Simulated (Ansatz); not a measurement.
`CB(C)Cl` + `[OH][Mg][OH]` → `C[O][Mg][OH]` + `CBCl`  (substitution at a C–B bond)

Program: Ansatz. Geometries: PBE0-D4/def2-TZVP. ΔE: electronic, gas phase. CCSD(T)/CBS is the MP2 limit (def2-TZVPP, def2-QZVPP) plus CCSD(T) − MP2 in def2-TZVPP, frozen cores. Functionals use def2-TZVPP. B3LYP here is the variant with VWN-RPA as its local correlation; programs differ in this. HSE06 is defined as in plane-wave codes. For Mg outer-core shells are correlated without core-valence functions, which leaves a few kJ/mol of doubt a bond. Each species was taken in one conformer, which may not be the lowest.

```json
{"level": "LDA (SPW92)", "ΔE (kcal/mol)": "27.0", "difference from CCSD(T)/CBS": "0.2"}
{"level": "PBE-D4", "ΔE (kcal/mol)": "26.2", "difference from CCSD(T)/CBS": "-0.6"}
{"level": "revPBE-D4", "ΔE (kcal/mol)": "26.2", "difference from CCSD(T)/CBS": "-0.6"}
{"level": "BLYP-D4", "ΔE (kcal/mol)": "24.7", "difference from CCSD(T)/CBS": "-2.1"}
{"level": "r2SCAN-D4", "ΔE (kcal/mol)": "26.8", "difference from CCSD(T)/CBS": "0.0"}
{"level": "B97M-V", "ΔE (kcal/mol)": "27.1", "difference from CCSD(T)/CBS": "0.3"}
{"level": "PBE0-D4", "ΔE (kcal/mol)": "26.4", "difference from CCSD(T)/CBS": "-0.4"}
{"level": "B3LYP-D4", "ΔE (kcal/mol)": "25.0", "difference from CCSD(T)/CBS": "-1.8"}
{"level": "r2SCANh-D4", "ΔE (kcal/mol)": "26.9", "difference from CCSD(T)/CBS": "0.1"}
{"level": "r2SCAN0-D4", "ΔE (kcal/mol)": "26.9", "difference from CCSD(T)/CBS": "0.1"}
{"level": "HSE06-D4", "ΔE (kcal/mol)": "26.4", "difference from CCSD(T)/CBS": "-0.4"}
{"level": "BHLYP-D4", "ΔE (kcal/mol)": "24.9", "difference from CCSD(T)/CBS": "-1.9"}
{"level": "ωB97X-V", "ΔE (kcal/mol)": "25.4", "difference from CCSD(T)/CBS": "-1.4"}
{"level": "B2PLYP", "ΔE (kcal/mol)": "25.2", "difference from CCSD(T)/CBS": "-1.6"}
{"level": "PBE-QIDH", "ΔE (kcal/mol)": "26.8", "difference from CCSD(T)/CBS": "0.0"}
{"level": "PBE", "ΔE (kcal/mol)": "25.5", "difference from CCSD(T)/CBS": "-1.3"}
{"level": "revPBE", "ΔE (kcal/mol)": "24.8", "difference from CCSD(T)/CBS": "-2.0"}
{"level": "BLYP", "ΔE (kcal/mol)": "23.3", "difference from CCSD(T)/CBS": "-3.5"}
{"level": "PBE0", "ΔE (kcal/mol)": "25.9", "difference from CCSD(T)/CBS": "-0.9"}
{"level": "B3LYP", "ΔE (kcal/mol)": "24.0", "difference from CCSD(T)/CBS": "-2.8"}
{"level": "r2SCANh", "ΔE (kcal/mol)": "26.7", "difference from CCSD(T)/CBS": "-0.1"}
{"level": "r2SCAN0", "ΔE (kcal/mol)": "26.7", "difference from CCSD(T)/CBS": "-0.1"}
{"level": "HSE06", "ΔE (kcal/mol)": "25.8", "difference from CCSD(T)/CBS": "-1.0"}
{"level": "BHLYP", "ΔE (kcal/mol)": "24.1", "difference from CCSD(T)/CBS": "-2.7"}
{"level": "CAM-B3LYP", "ΔE (kcal/mol)": "24.5", "difference from CCSD(T)/CBS": "-2.3"}
{"level": "LC-ωPBE", "ΔE (kcal/mol)": "26.4", "difference from CCSD(T)/CBS": "-0.4"}
{"level": "RPA@PBE/def2-TZVPP", "ΔE (kcal/mol)": "23.4", "difference from CCSD(T)/CBS": "-3.4"}
{"level": "HF/def2-SVP", "ΔE (kcal/mol)": "19.3", "difference from CCSD(T)/CBS": "-7.5"}
{"level": "MP2/def2-SVP", "ΔE (kcal/mol)": "23.9", "difference from CCSD(T)/CBS": "-2.9"}
{"level": "CCSD/def2-SVP", "ΔE (kcal/mol)": "21.6", "difference from CCSD(T)/CBS": "-5.2"}
{"level": "CCSD(T)/def2-SVP", "ΔE (kcal/mol)": "21.7", "difference from CCSD(T)/CBS": "-5.1"}
{"level": "HF/def2-TZVPP", "ΔE (kcal/mol)": "22.1", "difference from CCSD(T)/CBS": "-4.7"}
{"level": "MP2/def2-TZVPP", "ΔE (kcal/mol)": "27.8", "difference from CCSD(T)/CBS": "1.0"}
{"level": "SCS-MP2/def2-TZVPP", "ΔE (kcal/mol)": "25.6", "difference from CCSD(T)/CBS": "-1.2"}
{"level": "CCSD/def2-TZVPP", "ΔE (kcal/mol)": "25.6", "difference from CCSD(T)/CBS": "-1.2"}
{"level": "CCSD(T)/def2-TZVPP", "ΔE (kcal/mol)": "26.0", "difference from CCSD(T)/CBS": "-0.8"}
{"level": "HF/def2-QZVPP", "ΔE (kcal/mol)": "21.8", "difference from CCSD(T)/CBS": "-5.0"}
{"level": "MP2/def2-QZVPP", "ΔE (kcal/mol)": "28.2", "difference from CCSD(T)/CBS": "1.4"}
{"level": "SCS-MP2/def2-QZVPP", "ΔE (kcal/mol)": "26.0", "difference from CCSD(T)/CBS": "-0.8"}
{"level": "MP2/CBS(def2)", "ΔE (kcal/mol)": "28.6", "difference from CCSD(T)/CBS": "1.8"}
{"level": "CCSD(T)/CBS", "ΔE (kcal/mol)": "26.8", "difference from CCSD(T)/CBS": "0"}
```

Largest T1 diagnostic among the species: 0.011.

Leaving LDA and LC-ωPBE aside and taking each functional with its dispersion term where it has one, the values spread over 2.4 kcal/mol, from BLYP-D4 to B97M-V. LDA lies +1.5 kcal/mol from PBE without D4. From BLYP to BHLYP (50 % exact exchange), in def2-TZVPP and without D4, ΔE moves by +0.7 kcal/mol.
